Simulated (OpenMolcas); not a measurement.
A ladder of methods for CH5BOSi (SMILES B[SiH2]C=O)

CH5BOSi: 9 atoms, total charge 0, spin state singlet. SMILES: `B[SiH2]C=O`. Geometry: relaxed at PBE0-D4/def2-TZVP. This is one conformer, not always the lowest.

Quantity: the HOMO–LUMO gap, in eV. The values are calculated.

```
          level             kind     program  value (eV)  CPU time
    HF/def2-SVP     Hartree–Fock  OpenMolcas       11.36     8.6 s
 SVWN5/def2-SVP              LDA  OpenMolcas        1.80      31 s
  BLYP/def2-SVP              GGA  OpenMolcas        1.94      42 s
revPBE/def2-SVP              GGA  OpenMolcas        1.95      41 s
r2SCAN/def2-SVP         meta-GGA  OpenMolcas        2.39      53 s
 BHLYP/def2-SVP    global hybrid  OpenMolcas        6.58      38 s
M06-2X/def2-SVP  hybrid meta-GGA  OpenMolcas        6.46      53 s
B2PLYP/def2-SVP    double hybrid  OpenMolcas        6.86      34 s
```

The values span 1.80 to 11.36 eV. Orbital gaps aren't excitation energies, and those of double hybrids come from the SCF part alone; they tend to grow with the share of exact exchange. CPU times are rough (shared hosts, several kinds of processor and program).
